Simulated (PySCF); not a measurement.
## Fine-structure interval along the 5-electron series

Calculated with PySCF 2.14 and a two-component X2C-1e Hamiltonian (Gaussian nucleus, no Breit or QED terms), each ion in its own even-tempered basis scaled to its charge; GMP2 freezes nothing and drops the highest virtual spinors. Values in cm⁻¹.

| ion | configuration | GHF (screened spin-orbit) | GMP2 (screened spin-orbit) | GHF (bare spin-orbit) |
| --- | --- | --- | --- | --- |
| Ho⁶²⁺ | [He] 2s2 2p1 | 7610700 | 7594600 | 7866300 |
| Tm⁶⁴⁺ | [He] 2s2 2p1 | 8682400 | 8665300 | 8967100 |

(1) Fill in the row of Er⁶³⁺.

Results:

(1) configuration: [He] 2s2 2p1; GHF (screened spin-orbit): 8132200; GMP2 (screened spin-orbit): 8115500; GHF (bare spin-orbit): 8401900.
